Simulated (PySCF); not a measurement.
InFBr₂, SMILES [F][In]([Br])[Br]. Atoms are numbered in the order given.

```xyz
4

In     0.0000     0.0000     0.4904
F      0.0000     0.0000     2.4444
Br     0.0000     2.1860    -0.6576
Br     0.0000    -2.1860    -0.6576
```
Charge 0, spin multiplicity 1.

Geometry optimised at B3LYP-D3(BJ)/def2-SVP. The structure was generated by enumeration; whether it is a known compound was not checked. The def2 effective core potentials stand for the cores of In; spin–orbit coupling is left out.

The numbers are results of PBE0/def2-TZVP in PySCF, not measurements.

Symmetry labels are those of the subgroup C2v that the program uses (full group C2v).

Computed valence orbital energies around the gap with their symmetry:
| orbital | symmetry | energy (eV) |
|---|---|---|
| HOMO−7 | B2 | -11.17 |
| HOMO−6 | A1 | -11.06 |
| HOMO−5 | B1 | -11.04 |
| HOMO−4 | B2 | -10.04 |
| HOMO−3 | B1 | -9.34 |
| HOMO−2 | A1 | -9.11 |
| HOMO−1 | A2 | -9.07 |
| HOMO | B2 | -8.96 |
| LUMO | A1 | -3.34 |
| LUMO+1 | B1 | -1.88 |
| LUMO+2 | A1 | 0.39 |
| LUMO+3 | B2 | 0.69 |
